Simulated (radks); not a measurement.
Neutral helium inside a hard spherical wall (all orbitals vanish at R), configuration held at [He] and not refilled when levels cross. All-electron calculation, scalar-relativistic Kohn-Sham, PBEsol, spin-polarised, spherical densities, finite nucleus; Gaussian nuclear charge, rms radius 1.6755 fm. Program: a radial shooting solver on a logarithmic mesh with Libxc functionals. Eigenvalues in eV for spin up, with the zero of energy where the potential of the charges vanishes at infinity; a dash marks a level that is unbound or too diffuse for the functional's potential to be trusted. A positive occupied level is held by the wall or, in an anion where self-interaction has pushed it up, behind a barrier. The pressure on the wall is -dE/dV.

R (bohr),E (hartree),kinetic (hartree),e(1s),"e(2s, empty)","e(2p, empty)",pressure (GPa)
free,-2.85786,2.814,-15.499,-,-,0
20,-2.85786,2.814,-15.499,-,-,< 0.0001
15,-2.85786,2.814,-15.499,-,-,< 0.0001
7,-2.85785,2.814,-15.498,2.670,3.672,0.000865
6,-2.85778,2.815,-15.490,4.123,4.941,0.00975
5,-2.85727,2.819,-15.443,6.967,7.148,0.114
3,-2.82035,3.010,-13.725,29.432,21.322,20.4
2.5,-2.74986,3.280,-11.389,47.894,31.874,86.6
2,-2.53568,3.930,-5.712,84.912,52.310,423
1.5,-1.81982,5.604,9.675,171.27,98.783,2660
